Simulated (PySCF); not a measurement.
## C: excitation energy

C [He] 2s2 2p2 (3P) → C [He] 2s1 2p3, s spin flipped, as a difference of total energies. Computed with PySCF 2.14 in x2c-QZVPPall (7s4p3d2f1g, 57 functions), with the spin-free X2C one-electron Hamiltonian (Gaussian nucleus). Correlated levels: valence: 1s2 frozen; valence and next inner shell: nothing frozen. The calculations carry no spin-orbit coupling.

```
                                method  excitation energy (eV)
                                   UHF                  11.996
                                   LDA                   8.282
                                   PBE                   8.666
                                  PBE0                   9.490
                                r2SCAN                   9.717
                             BHandHLYP                  10.270
                                revPBE                   8.754
                               wB97X-V                   9.722
                                 HSE06                   9.459
                         MP2 (valence)                  10.283
                     SCS-MP2 (valence)                  10.190
    MP2 (valence and next inner shell)                  10.216
SCS-MP2 (valence and next inner shell)                  10.142
```

Question: How much does correlation contribute at MP2 (valence and next inner shell)?

Answer: 10.216 − (11.996) = -1.780 eV, measured against UHF.

The upper determinant mixes two multiplicities, so it lies between the two terms.
